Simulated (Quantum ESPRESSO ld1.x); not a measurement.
Task: Radial electron density D(r) = 4 pi r^2 rho(r) of an atom or ion with 55 electrons. All-electron calculation, scalar-relativistic Kohn-Sham, LDA (Slater exchange, VWN5 correlation), spin-polarised, spherical densities, point nucleus. Program: ld1.x of Quantum ESPRESSO 7.5.

```
   r/bohr * D(r) (the largest magnitude, 92.9, reaches the edge; | marks zero)
 0.001486 |  *
 0.002064 |   *
 0.002865 |      *
 0.003977 |           *
  0.00552 |                 *
 0.007663 |                          *
  0.01064 |                                  *
  0.01477 |                                        *
  0.02034 |                                         *
  0.02823 |                                      *
  0.03919 |                                     *
   0.0544 |                                             *
  0.07552 |                                                      *
   0.1048 |                                                 *
   0.1455 |                                       *
    0.202 |                                            *
   0.2805 |                                         *
   0.3862 |                    *
   0.5362 |                *
   0.7443 |                *
    1.033 |       *
    1.434 |   *
    1.991 |  *
    2.764 |*
    3.837 *
    5.326 *
    7.335 *
    10.18 *
    14.14 *
    19.62 *
```

What is the nuclear charge?

Result: Z = 55. The innermost maximum, from 1s, lies near gamma/Z bohr with gamma = sqrt(1 - (Z/c)^2) = 0.916, here 0.0167 bohr (found: 0.0183), and its height grows with Z. The density is that of neutral caesium in [Xe] 5d0.5 6s0.5; the configuration itself is not fixed sharply by these data, and Z only to a few units. D(r) has 4 maxima, at r = 0.0183, 0.0805, 0.230, 0.650 bohr, and minima at 0.0353, 0.151, 0.476 bohr, inside which lie 1.97, 11.17, 28.93 electrons.
